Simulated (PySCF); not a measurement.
## Spinor energies of Br²⁺ (bromine, charge +2)

Start: [Ar] 3d10 4s2 4p3; 4p1/2 filled at m_j = -1/2, +1/2; 4p3/2 filled at m_j = +3/2. Calculated with PySCF 2.14 in x2c-TZVPPall-2c: generalised Hartree-Fock with the X2C-1e Hamiltonian and a Gaussian nucleus; one run each with spin-orbit coupling (SO) switched off, then screened by Boettger's factors.

| spinor shell | electrons | ε, spin-free (eV) | ε, screened SO (eV) | weight of nominal j (screened SO) | rms radius, screened SO (bohr) |
| --- | --- | --- | --- | --- | --- |
| 1s1/2 | 2 | -13581.7 | -13581.3 | 1.000 | 0.0492 |
| 2s1/2 | 2 | -1849.9 | -1849.8 | 1.000 | 0.205 |
| 2p1/2 | 2 | -1629.1 | -1661.7 | 1.000 | 0.180 |
| 2p3/2 | 4 | -1629.1 | -1613.5 | 1.000 | 0.184 |
| 3s1/2 | 2 | -301.30 | -301.27 | 1.000 | 0.587 |
| 3p1/2 | 2 | -229.12 | -234.12 | 0.995 | 0.600 |
| 3p3/2 | 4 | -229.12 | -226.70 | 0.997 | 0.611 |
| 3d3/2 | 4 | -109.63 | -110.35 | 0.954 | 0.648 |
| 3d5/2 | 6 | -109.63 | -109.11 | 0.970 | 0.649 |
| 4s1/2 | 2 | -48.168 | -48.158 | 1.000 | 1.73 |
| 4p1/2 | 2 | -35.218 | -35.346 | 0.565 | 1.97 |
| 4p3/2 | 1 | -35.218 | -34.963 | 1.000 | 1.99 |

| quantity | spin-free | screened SO |
| --- | --- | --- |
| E (hartree) | -2603.20460 | -2603.34498 |
| M_J | 3/2 | 3/2 |
| ⟨J²⟩ | 3.751 | 3.751 |
| ⟨L²⟩ | 0.000 | 0.023 |
| ⟨S²⟩ | 3.751 | 3.724 |

Each row is a mean over spinors that exchange with the open shell spreads, by up to 9.541 eV (4s1/2).

Rows whose weight is well below 1 are mixtures of j = l ± 1/2: exchange outweighs spin-orbit coupling there, and the label is only the starting occupation.

Without spin-orbit coupling the j labels of p, d and f shells carry no meaning; the spin-free column gives the mean over the occupied spinors of each nl shell.
